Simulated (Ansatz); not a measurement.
Cs3Cl3, relaxed as a singlet with RKS PBE0-D4/def2-SVP in Ansatz, starting from the GFN1-xTB geometry. Force threshold 0.02 eV/Å.

In the def2 sets Cs takes a core potential; there is no spin–orbit coupling. Another isomer (singlet) lies 0.02 eV lower at PBE0-D4/def2-TZVP; other spin states weren't run for this one.

Start:

| atom | x (Å) | y (Å) | z (Å) |
| --- | --- | --- | --- |
| Cs1 | -2.628 | -0.333 | -1.794 |
| Cs2 | 1.061 | -1.859 | 2.376 |
| Cs3 | 0.939 | 1.359 | -0.335 |
| Cl4 | 2.879 | 0.328 | 1.671 |
| Cl5 | -1.373 | -1.361 | 0.716 |
| Cl6 | -0.878 | 1.867 | -2.634 |

Q: Estimate the energy that the relaxation releases and the steps that it takes.

A: 61.9 kJ/mol, in 6 steps; 17 s on 4 threads of Arm Neoverse V1 on a shared host. No frequencies were taken in this run, so the end may be a saddle point.

Q: Does the start keep its bonding and symmetry?

A: By distances, no bond broke or formed. The bond that changes most is Cs3–Cl6, from 2.97 to 3.25 Å (atoms count from 1). Point group Cs at the start, Cs at the end, both within 0.05 Å.

Q: Predict the relaxed structure.

A: 
```xyz
6

Cs   -2.944   -0.452   -1.980
Cs    1.125   -2.127    2.645
Cs    0.964    1.598   -0.269
Cl    3.019    0.180    1.809
Cl   -1.125   -1.048    0.609
Cl   -1.040    1.849   -2.813
```
Bond lengths (bridged metal pairs left out): 7 × Cl–Cs 3.10 to 3.48 Å.
